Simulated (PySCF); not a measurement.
B: excitation energy

B [He] 2s2 2p1 (2P) → B [He] 2s1 2p1 3d1 (high-spin determinant), as a difference of total energies. All numbers are calculated (PySCF 2.14, scalar relativity by spin-free X2C-1e, in x2c-QZVPPall with one added diffuse shell each of s, p, d, f type (8s5p4d3f1g, 73 functions)). Correlated levels: valence: 1s2 frozen; valence and next inner shell: nothing frozen. The calculations carry no spin-orbit coupling.

```json
{"method": "UHF", "excitation energy (eV)": "10.583"}
{"method": "LDA", "excitation energy (eV)": "11.444"}
{"method": "PBE", "excitation energy (eV)": "11.240"}
{"method": "PBE0", "excitation energy (eV)": "11.342"}
{"method": "r2SCAN", "excitation energy (eV)": "11.235"}
{"method": "BP86", "excitation energy (eV)": "11.324"}
{"method": "TPSS", "excitation energy (eV)": "11.499"}
{"method": "M06-2X", "excitation energy (eV)": "11.918"}
{"method": "B2PLYP", "excitation energy (eV)": "11.744"}
{"method": "MP2 (valence)", "excitation energy (eV)": "11.682"}
{"method": "SCS-MP2 (valence)", "excitation energy (eV)": "11.973"}
{"method": "MP2 (valence and next inner shell)", "excitation energy (eV)": "11.693"}
{"method": "SCS-MP2 (valence and next inner shell)", "excitation energy (eV)": "11.982"}
```

**Question.** How much does correlation contribute at MP2 (valence and next inner shell)?

**Answer.** 11.693 − (10.583) = 1.110 eV, measured against UHF.

The upper state lies above the first ionisation limit, but in LS coupling its spin forbids autoionisation to the ground ion. A Rydberg-like electron needs more diffuse functions than a valence basis has.

The promoted electron is Rydberg-like, and one or two diffuse shells describe it only roughly, which tends to raise the upper state.

In the upper state the promoted electron has a positive orbital energy at LDA, PBE, r2SCAN, BP86, TPSS, so the basis confines it.

The determinant of the upper state mixes LS terms, which raises its energy above the lowest term, most at the Hartree-Fock and MP2 levels.
